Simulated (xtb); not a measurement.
Br₄Sn, charge +1, quartet, geometry from GFN2-xTB of the parent state (such geometries of metal compounds can be far from the true shape) (a state made from the parent by changing its charge; the spin is typed, not shown lowest); GFN2-xTB in xtb.

xtb was given this input:
```
$ xtb mol.xyz --gfn 2 --chrg 1 --uhf 3 --json

# file mol.xyz
5

Br    -0.97354049     2.40773642    -0.82306941
Sn    -0.00000000     0.00000000     0.00000000
Br    -1.87526805    -1.93047420    -0.42315263
Br     0.59546147     0.12105192     2.65578446
Br     2.25334707    -0.59831415    -1.40956242
```

It wrote (shortened):

```
   ID    Z sym.   atoms
    1   35 Br     1, 3-5
    2   50 Sn     2

           -------------------------------------------------
          |                Calculation Setup                |
           -------------------------------------------------

           -------------------------------------------------
          |                 G F N 2 - x T B                 |
           -------------------------------------------------

          ...................................................
          :                      SETUP                      :
          :.................................................:
          :  # basis functions                  50          :
          :  # atomic orbitals                  45          :
          :  # shells                           15          :
          :  # electrons                        31          :
          :  max. iterations                   250          :
          :  Hamiltonian                  GFN2-xTB          :
          :  restarted?                      false          :
          :  GBSA solvation                  false          :
          :  PC potential                    false          :
          :  electronic temp.          300.0000000     K    :
          :  accuracy                    1.0000000          :
          :  -> integral cutoff          0.2500000E+02      :
          :  -> integral neglect         0.1000000E-07      :
          :  -> SCF convergence          0.1000000E-05 Eh   :
          :  -> wf. convergence          0.1000000E-03 e    :
          :  Broyden damping             0.4000000          :
          :  net charge                          1          :
          :  unpaired electrons                  3          :
          ...................................................

 iter      E             dE          RMSdq      gap      omega  full diag
   1    -15.6923960 -0.156924E+02  0.120E+01    3.23       0.0  T
   2    -13.2957725  0.239662E+01  0.172E+01    6.90       1.0  T
   3    -17.7582801 -0.446251E+01  0.599E+00    7.04       1.0  T
   4    -17.9129711 -0.154691E+00  0.450E+00    6.59       1.0  T
   5    -17.9470260 -0.340549E-01  0.296E+00    5.35       1.0  T
   6    -18.0122888 -0.652627E-01  0.206E+00    5.65       1.0  T
   7    -17.9633556  0.489332E-01  0.450E+00    6.02       1.0  T
   8    -18.0210364 -0.576808E-01  0.266E+00    6.10       1.0  T
   9    -18.0490624 -0.280260E-01  0.517E-01    6.11       1.0  T
  10    -18.0451366  0.392581E-02  0.106E+00    6.11       1.0  T
  11    -18.0495499 -0.441334E-02  0.297E-01    6.11       1.0  T
  12    -18.0495893 -0.393097E-04  0.202E-01    6.11       1.0  T
  13    -18.0496320 -0.427784E-04  0.121E-01    6.11       1.0  T
  14    -18.0496757 -0.436493E-04  0.461E-02    6.11       1.0  T
  15    -18.0496713  0.435075E-05  0.372E-02    6.11       1.2  T
  16    -18.0496740 -0.270699E-05  0.271E-02    6.11       1.7  T
  17    -18.0496764 -0.236197E-05  0.210E-02    6.11       2.1  T
  18    -18.0496790 -0.261242E-05  0.135E-02    6.11       3.3  T
  19    -18.0496813 -0.226883E-05  0.209E-03    6.10      21.4  T
  20    -18.0496813  0.965894E-08  0.260E-03    6.10      17.2  T
  21    -18.0496813 -0.221703E-07  0.144E-03    6.10      31.1  T
  22    -18.0496813 -0.665654E-08  0.870E-04    6.10      51.4  T
  23    -18.0496813 -0.456507E-08  0.363E-04    6.10     123.2  T

   *** convergence criteria satisfied after 23 iterations ***

         :::::::::::::::::::::::::::::::::::::::::::::::::::::
         ::                     SUMMARY                     ::
         :::::::::::::::::::::::::::::::::::::::::::::::::::::
         :: total energy             -18.048276087464 Eh    ::
         :: gradient norm              0.012383739370 Eh/a0 ::
         :: HOMO-LUMO gap              6.104027784275 eV    ::
         ::.................................................::
         :: SCC energy               -18.049667087503 Eh    ::
[...]
        11        1.9777           -0.6444964             -17.5376
        12        1.9777           -0.6444964             -17.5376
        13        1.9777           -0.6444964             -17.5376
        14        1.3556           -0.6403398             -17.4245
        15        1.3556           -0.6403398             -17.4245
        16        1.3556           -0.6403398             -17.4245
        17        1.0000           -0.6094551             -16.5841 (HOMO)
        18                         -0.3851362             -10.4801 (LUMO)
        19                         -0.3851362             -10.4801
        20                         -0.3851362             -10.4801
        21                         -0.2721854              -7.4065
        22                         -0.2721854              -7.4065
        23                         -0.1912186              -5.2033
        24                         -0.1912186              -5.2033
        25                         -0.1912186              -5.2033
        26                         -0.1816258              -4.9423
        27                         -0.1816258              -4.9423
        28                         -0.1816258              -4.9423
       ...                                ...                  ...
        45                          0.5099955              13.8777
      -------------------------------------------------------------
                  HL-Gap            0.2243189 Eh            6.1040 eV
             Fermi-level           -0.5691000 Eh          -15.4860 eV

     #   Z          covCN         q      C6AA      α(0)
     1  35 Br       0.793     0.103   181.789    21.738
     2  50 Sn       3.170     0.586   344.136    35.828
     3  35 Br       0.793     0.103   181.789    21.738
     4  35 Br       0.793     0.103   181.789    21.738
     5  35 Br       0.793     0.103   181.789    21.738

 Mol. C6AA /au·bohr⁶  :       5229.788554
 Mol. C8AA /au·bohr⁸  :     403223.822145
 Mol. α(0) /au        :        122.779172

Wiberg/Mayer (AO) data.
largest (>0.10) Wiberg bond orders for each atom

 ---------------------------------------------------------------------------
     #   Z sym  total        # sym  WBO       # sym  WBO       # sym  WBO
 ---------------------------------------------------------------------------
     1  35 Br   1.246 --     2 Sn   0.647     4 Br   0.200     5 Br   0.200
                             3 Br   0.200
     2  50 Sn   2.588 --     3 Br   0.647     5 Br   0.647     1 Br   0.647
                             4 Br   0.647
     3  35 Br   1.246 --     2 Sn   0.647     4 Br   0.200     1 Br   0.200
                             5 Br   0.200
     4  35 Br   1.246 --     2 Sn   0.647     1 Br   0.200     5 Br   0.200
                             3 Br   0.200
     5  35 Br   1.246 --     2 Sn   0.647     4 Br   0.200     1 Br   0.200
                             3 Br   0.200
 ---------------------------------------------------------------------------

Topologies differ in total number of bonds
Writing topology from bond orders to xtbtopo.mol

molecular dipole:
                 x           y           z       tot (Debye)
 q only:       -0.000       0.000       0.000
   full:       -0.000       0.000      -0.000       0.000
molecular quadrupole (traceless):
                xx          xy          yy          xz          yz          zz
 q only:       -0.000      -0.000       0.000       0.000      -0.000      -0.000
  q+dip:       -0.000      -0.000       0.000       0.000      -0.000      -0.000
   full:       -0.000      -0.000       0.000       0.000      -0.000      -0.000

           -------------------------------------------------
          | TOTAL ENERGY              -18.048276087464 Eh   |
          | GRADIENT NORM               0.012383739370 Eh/α |
          | HOMO-LUMO GAP               6.104027784275 eV   |
           -------------------------------------------------

normal termination of xtb
```
